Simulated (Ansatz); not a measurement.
The same path of AlH$_{7}$O$_{2}$Si (11 atoms, charge 0, multiplicity 1) was run 3 times with different band settings. Lost on the way: Si1–H2, O7–H11. Made: H2–H11.

All numbers below come from RKS revPBE/def2-SVP (Ansatz 0.2.0).

Relaxed end points:

```xyz
11
Properties=species:S:1:pos:R:3
Si -0.021 0.066 0.113
H -0.731 -0.568 1.277
O 1.790 -0.037 0.044
H 2.158 -0.588 -0.669
H -0.676 1.253 -0.526
H -0.163 -1.013 -0.962
O 0.737 1.454 1.548
Al 2.541 1.155 1.374
H 3.176 0.322 2.591
H 3.356 2.303 0.611
H 0.267 1.450 2.398
```

```xyz
11
Properties=species:S:1:pos:R:3
Si 0.561 0.085 -0.305
H -1.874 1.210 3.441
O 2.262 0.330 -0.768
H 2.766 -0.318 -1.293
H -0.314 0.909 -1.201
H 0.256 -1.379 -0.463
O 0.807 0.666 1.212
Al 2.622 0.938 1.190
H 3.523 -0.229 1.824
H 3.088 2.468 1.178
H -1.265 1.117 2.985
```

Common settings: movable images 7; climbing image yes; optimiser quadratic models (default); force threshold 0.05 eV/Å; iteration limit 60; end points relaxed.

| run | spring | start path |
| --- | --- | --- |
| 1 | 5.0 eV/Å² | through a guess of the saddle point |
| 2 | 0.5 eV/Å² | through a guess of the saddle point |
| 3 | 5.0 eV/Å² | straight line |

Task: What does each run give, and how far can it be trusted?

Result: Run 1: converged after 51 iterations, highest image 1.018 eV above the first end. The profile has 3 maxima (images 1, 3, 5) with wells between them (images 2, 4): this band takes more than one step, which may be the mechanism or a detour left from its start path. Neighbouring images differ by up to 1.2 eV, so the band resolves the path poorly. A vibrational analysis at the climbing image gives one clearly imaginary mode, 1327i cm⁻¹: a first-order saddle point.
Run 2: converged after 23 iterations, highest image 1.019 eV above the first end. The profile has 2 maxima (images 1, 3) with wells between them (image 2): this band takes more than one step, which may be the mechanism or a detour left from its start path. Another band between the same ends (7 images) ends at a top of the same energy, where a vibrational analysis finds 1 clearly imaginary mode.
Run 3: converged after 17 iterations, highest image 1.019 eV above the first end. The profile has 2 maxima (images 1, 3) with wells between them (image 2): this band takes more than one step, which may be the mechanism or a detour left from its start path. Another band between the same ends (7 images) ends at a top of the same energy, where a vibrational analysis finds 1 clearly imaginary mode.
The orbitals stay closed-shell, which can raise the energy where a bond breaks towards radicals; this wasn't checked here.
